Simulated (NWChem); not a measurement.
Molecule: C4H3N; SMILES N#CC=C=C

```xyz
8

C      0.4591    -2.2163     0.0000
C     -0.1374    -1.0592     0.0000
C     -0.7522     0.1070     0.0000
C     -0.0541     1.3529     0.0000
N      0.4878     2.3781     0.0000
H      0.7200    -2.7172     0.9386
H      0.7200    -2.7172    -0.9386
H     -1.8487     0.1507     0.0000
```
Atoms are numbered in this order, from 1.

Computed with NWChem. Pople sets run with spherical d functions. Structure relaxed at the PBE0/def2-SVP level. GIAO values for the isolated, static molecule; σ is the absolute isotropic shielding, δ = σ(reference) − σ with the isolated reference molecule computed at the same levels (13C: tetramethylsilane, 1H: tetramethylsilane, 15N: ammonia).

For level B3LYP/6-31G*:

δ C1 (ppm): 74.8
δ C2 (ppm): 210.8
δ C3 (ppm): 64.3
δ C4 (ppm): 98.4
δ N5 (ppm): 276.3
δ H6 (ppm): 5.01
δ H8 (ppm): 4.93

**Question.** How do the values read with level KT2/pcSseg-1 instead?

**Answer.** δ C1 (ppm): 77.7
δ C2 (ppm): 219.1
δ C3 (ppm): 67.1
δ C4 (ppm): 105.3
δ N5 (ppm): 306.6
δ H6 (ppm): 5.35
δ H8 (ppm): 5.21
